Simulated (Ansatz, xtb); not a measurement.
System: sum formula SiOF, charge -1, multiplicity 1. 
Structure (B3LYP-D3(BJ)/def2-TZVP (Ansatz, a quantum-chemistry and plane-wave program) minimum search):
```
Si
O 1 1.5548
F 1 1.6998 2 109.97
```
Charge -1, spin multiplicity 1.

Harmonic wavenumbers from GFN2-xTB (xtb, at its own minimum), cm⁻¹: 208, 325, 1222.

Q: Give the harmonic wavenumbers at B3LYP-D3(BJ)/def2-TZVP (Ansatz, finite differences of forces, unscaled).

A: 340, 636, 1113 cm⁻¹. Zero-point energy 3.0 kcal/mol.

Q: From these and the geometry, give the ideal-gas thermochemistry at 298.15 K and 1 atm (rigid rotor, harmonic oscillator).

A: Point group Cs, rotational symmetry number 1. Rotational constants 37.88, 8.075, 6.656 GHz. S(trans) 38.34, S(rot) 22.58, S(vib) 1.66, S(elec, spin only) 0.00, S 62.6 cal/(mol K). H(298) - H(0) 2.71 kcal/mol; G - E(el) -13.0 kcal/mol.
